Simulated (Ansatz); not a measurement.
H₃NSSn (`[NH2][Sn][SH]`) at its PBE0-D4/def2-TZVP geometry, where that method's forces vanish. Charge 0, multiplicity 1. Sn takes the def2 core potential.

```xyz
6

N     0.3448    0.0873   -1.3010
Sn   -1.0871    0.5916    0.0163
S     0.1027   -0.4535    1.8769
H     1.1882   -0.4210   -1.0841
H     0.2944    0.3216   -2.2796
H    -0.8430   -0.1259    2.7715
```

Q: What forces (eV/Å) does B3LYP-D4/def2-TZVPP give on these atoms in Ansatz 0.2.0? (Estimate.)

A: The calculation gave: 
```
N1   0.198 -0.069 -0.187
Sn2 -0.377  0.207 -0.003
S3   0.115 -0.110  0.223
H4   0.026 -0.007 -0.033
H5   0.025 -0.010 -0.018
H6   0.013 -0.011  0.017
```

B3LYP here is the variant with VWN-RPA as its local correlation; programs differ in this.
